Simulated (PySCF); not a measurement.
One of the candidates below gave these computed data.

All candidates are C6H11ClOSi.

| technique | computed result |
| --- | --- |
| NMR, other nuclei | isotropic shieldings of nuclei other than C and H, by class: 239 (1 O), 310 (1 Si), 870 (1 Cl) ppm [GIAO PBE/pcSseg-1] |
| Polarisability | 110.0 au [CAM-B3LYP/def2-SVPD] |
| 1H NMR | chemical shifts (computed TMS as zero) by class: 6.15 (1 H), 5.77 (1 H), 5.32 (1 H), 5.20 (1 H), 4.36 (1 H), 3.93 (1 H), 2.44 (1 H), 2.24 (1 H), 1.89 (1 H), 1.77 (1 H), 0.94 (1 H) ppm [GIAO PBE/pcSseg-1] |
| Valence photoelectron | vertical ionisation energy: 9.78 eV [ΔSCF CAM-B3LYP/def2-SVPD] |
| Rotational structure | rotational constants A, B, C: 1.533, 0.880, 0.650 GHz [PBE0-D3(BJ)/def2-SVP] |
| Triplet | lowest triplet excitation (Tamm–Dancoff): 4.37 eV [TDA CAM-B3LYP/def2-SVPD] |
| 13C NMR | chemical shifts (computed TMS as zero) by class: 146.7 (1 C), 120.8 (1 C), 72.4 (1 C), 40.5 (1 C), 37.3 (1 C), 34.4 (1 C) ppm [GIAO PBE/pcSseg-1] |
| UV, first state | lowest singlet excitation: 7.33 eV (169 nm, f = 0.304) [TDDFT CAM-B3LYP/def2-SVPD] |
| Dipole | 2.73 D [CAM-B3LYP/def2-SVPD] |

The electronic properties come from PySCF, for the isolated species, density fitting. Levels stand in brackets. Geometry: PBE0-D3(BJ)/def2-SVP, one conformer, isolated molecule. NMR classes are plain means over equivalent atoms (diastereotopic ones count apart unless rotation or inversion swaps them), as if these changed places fast.

Task: Which candidate is it?
A. `C[C@]1(C(=O)Cl)C[C@H]([SiH3])C1`
B. `CCO[Si]1(Cl)CC=CC1`
C. `C=CC[C@@H]1CCO[Si@@H]1Cl`
D. `C=CC[C@@H]1[SiH2]OC[C@@H]1Cl`

Result: C. It is `C=CC[C@@H]1CCO[Si@@H]1Cl`. Numbering: `[CH2:1]=[CH:2][CH2:3][C@@H:4]1[CH2:5][CH2:6][O:7][Si@@H:8]1[Cl:9]`. Its formula, C6H11ClOSi, gives 2 degrees of unsaturation: 1 ring and 1 π bond in the structure found. 6 carbons fall into 6 classes; from least to most shielded: alkene CH carbon [C2] (146.7 ppm), terminal =CH2 carbon [C1] (120.8 ppm), ring sp3 carbon bound to oxygen [C6] (72.4 ppm), allylic carbon [C3] (40.5 ppm), ring CH2 carbon [C5] (37.3 ppm), ring sp3 carbon bound to silicon [C4] (34.4 ppm). Hydrogen classes from least to most shielded: 1 H on an alkene CH carbon, C2 (6.15 ppm), 1 H on a chlorine-bound silicon, Si8 (5.77 ppm), 1 H on a terminal =CH2 carbon, C1 (5.32 ppm), 1 H on a terminal =CH2 carbon, C1 (5.20 ppm), 1 H on an sp3 carbon bound to oxygen, C6 (4.36 ppm), 1 H on an sp3 carbon bound to oxygen, C6 (3.93 ppm), 1 H on an allylic carbon, C3 (2.44 ppm), 1 H on an allylic carbon, C3 (2.24 ppm), 1 H on a ring CH2 carbon, C5 (1.89 ppm), 1 H on a ring CH2 carbon, C5 (1.77 ppm), 1 H on an sp3 carbon bound to silicon, C4 (0.94 ppm). The other shieldings belong to: 239 ppm, silyl ether oxygen [O7]; 310 ppm, chlorine-bound silicon [Si8]; 870 ppm, silicon-bound chlorine [Cl9]. The first electron is taken from the HOMO, whose largest Löwdin shares are 0.38 on the terminal =CH2 carbon, 0.35 on the alkene CH carbon and 0.07 on the allylic carbon. The optimised geometry has point group C1 and is an asymmetric top.

The others, at the same levels:
- `C=CC[C@@H]1[SiH2]OC[C@@H]1Cl` fails: its computed 13C shifts are 146.8 (1 C), 121.4 (1 C), 80.6 (1 C), 76.1 (1 C), 40.3 (1 C), 40.1 (1 C) ppm, 1H shifts are 5.75 (1 H), 5.40 (1 H), 5.36 (1 H), 5.20 (1 H), 5.14 (1 H), 4.40 (1 H), 4.29 (1 H), 4.23 (1 H), 2.91 (1 H), 2.24 (1 H), 1.52 (1 H) ppm and lowest singlet excitation is 7.13 eV (174 nm, f = 0.011) (against 7.33 eV).
- `CCO[Si]1(Cl)CC=CC1` fails: it has 4 carbon classes against 6; its computed 13C shifts are 137.7 (2 C), 62.7 (1 C), 22.6 (2 C), 19.8 (1 C) ppm, 1H shifts are 6.04 (2 H), 3.95 (2 H), 1.71 (2 H), 1.53 (2 H), 1.29 (3 H) ppm and lowest singlet excitation is 6.90 eV (180 nm, f = 0.007) (against 7.33 eV).
- `C[C@]1(C(=O)Cl)C[C@H]([SiH3])C1` fails: its computed lowest singlet excitation is 5.16 eV (240 nm, f = 0.001) (against 7.33 eV), vertical ionisation energy is 10.28 eV (against 9.78 eV) and lowest triplet excitation (Tamm–Dancoff) is 4.64 eV (against 4.37 eV).

Each candidate is one conformer, not necessarily the lowest. Dipoles, sizes and rotational constants follow the conformer. The torsions of the flexible species, by atom-mapped SMILES:
- `[CH3:1][C@:2]1([C:3](=[O:4])[Cl:5])[CH2:6][C@H:7]([SiH3:8])[CH2:9]1`: C1–C2–C3–O4 117°

The conformers of `C=CC[C@@H]1CCO[Si@@H]1Cl`, `C=CC[C@@H]1[SiH2]OC[C@@H]1Cl` and `CCO[Si]1(Cl)CC=CC1` aren't listed.
